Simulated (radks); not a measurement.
Question: These are the eigenvalues of the occupied orbitals of an atom or ion with whole-number occupations (eV). Calculated with a radial shooting solver on a logarithmic mesh with Libxc functionals: scalar-relativistic Kohn-Sham, Slater X-alpha with alpha = 0.688, spin-polarised, spherical densities, finite nucleus; Fermi nuclear charge, rms radius of each element as measured or else 0.836 A^(1/3) + 0.57 fm.

orbital  eigenvalue
1s down   -57382.94
1s up     -57382.94
2s up     -9689.340
2s down   -9689.248
2p up     -8581.772
2p down   -8581.705
3s up     -2215.318
3s down   -2213.204
3p up     -1878.206
3p down   -1876.103
3d up     -1454.618
3d down   -1452.981
4s up     -481.9936
4s down   -477.6931
4p up     -370.6677
4p down   -366.4414
4d up     -221.3037
4d down   -217.1843
5s up      -99.2831
5s down    -97.3237
5p up      -71.2368
5p down    -69.7709
4f up      -57.0811
4f down    -53.3222

Which element is it, and in what charge state? The configuration may be excited. Open shells, if any, are filled with parallel spins first.

Answer: Z = 68, erbium, charge +4: Er4+ in [Xe] 4f10. The list shows which subshells hold electrons but not how many an open one holds; the 1s level, -2108.8 hartree, gives Z - s = 64.9 by -(Z - s)^2/2, which with screening and relativity narrows Z to a few neighbours, and the depths of the outer levels then fix element, charge and occupations together.
